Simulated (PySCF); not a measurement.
**Correlation energy of O (oxygen, neutral)**

[He] 2s2 2p4, high-spin 3P determinant. Computed with PySCF 2.14 in x2c-SVPall (3s2p1d, 14 functions), with the spin-free X2C one-electron Hamiltonian (Gaussian nucleus). Frozen: 1s2; 6 electrons correlated.

MP2 pair energies summed by pair of shells (mhartree):

```
 pair  energy  share (%)
2p-2p  -49.35       48.7
2s-2p  -44.46       43.9
2s-2s   -7.58        7.5
```

Total MP2 correlation energy: -101.38 mhartree.

Same-spin part -25.87 and opposite-spin part -75.51 mhartree; SCS-MP2 scales them by 1/3 and 6/5 to -99.24 mhartree.

| level | correlation energy (mhartree) |
| --- | --- |
| CCSD | -116.62 |
| (T) | -0.83 |
| CCSD(T) | -117.45 |

Diagnostics: T1 = 0.0034, D1 = 0.0067, largest double amplitude 0.054.

Cost of the coupled-cluster step: 0.08 s of wall time on 1 thread of Intel(R) Xeon(R) 6975P-C (shared host), for 6 correlated electrons.
